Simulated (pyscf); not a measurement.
## H₃Si–SiH₂–Cl, singlet

Gas-phase minimum from PySCF at ωB97X-D3(BJ)/def2-SVP, one conformer. 

```xyz
8

Si    -1.8104    -0.0273    -1.1994
Si     0.2081    -1.0672    -1.7184
Cl     0.7516    -2.1617    -0.0378
H     -1.6090     0.8621    -0.0199
H     -2.2934     0.7844    -2.3557
H     -2.8228    -1.0707    -0.8693
H      0.0803    -2.0033    -2.8687
H      1.2888    -0.0860    -2.0101
```

Bond lengths (Å): Si1–Si2 2.329, Si1–H4 1.491, Si1–H5 1.493, Si1–H6 1.491, Si2–Cl3 2.078, Si2–H7 1.489, Si2–H8 1.489. Angles (°): Si2–Si1–H4 109.0, Si2–Si1–H5 110.5, Si2–Si1–H6 109.0, H4–Si1–H5 109.4, H4–Si1–H6 109.5, H5–Si1–H6 109.4, Si1–Si2–Cl3 106.4, Si1–Si2–H7 112.2, Si1–Si2–H8 112.2, Cl3–Si2–H7 108.4, Cl3–Si2–H8 108.4, H7–Si2–H8 109.0.

Properties at ωB97X-D3(BJ)/def2-SVP:

```
Item                                                                                                                                                                                                               Result
---------------------------------------------------------------------------------------------------------------------  --------------------------------------------------------------------------------------------------
Harmonic wavenumbers, unscaled                                                                                         114, 116, 365, 438, 528, 565, 604, 717, 826, 902, 948, 950, 965, 2246, 2259, 2262, 2264, 2271 cm⁻¹
Zero-point energy                                                                                                                                                                                           27.6 kcal/mol
Rotational symmetry number                                                                                                                                                                                              1
Entropy of this conformer at 298 K and 1 atm, rigid rotor and harmonic oscillator, modes under 100 cm⁻¹ raised to 100                                                                                     321.1 J/(mol K)
Dipole moment                                                                                                                                                                                                      1.52 D
```

Single-point totals, which compare only within one level (frozen core for MP2 and CC):

```
level                   total energy (hartree)
----------------------  ----------------------
ωB97X-D3(BJ)/def2-TZVP             -1042.32933
PBE/def2-TZVP                      -1041.75887
r²SCAN/def2-TZVP                   -1042.17256
B3LYP-D3(BJ)/def2-TZVP             -1042.33535
PBE0-D3(BJ)/def2-TZVP              -1041.86591
M06-2X/def2-TZVP                   -1042.19119
ωB97M-D3(BJ)/def2-TZVP             -1042.38981
HF/def2-TZVPP                      -1040.35349
MP2/def2-TZVPP                     -1040.79619
CCSD/def2-TZVPP                    -1040.85442
CCSD(T)/def2-TZVPP                 -1040.87289
```

Soft torsions are taken as harmonic, which can shift the entropy by several J/(mol K). The CCSD(T) − MP2 part came from Ansatz, without density fitting, on the same reference.
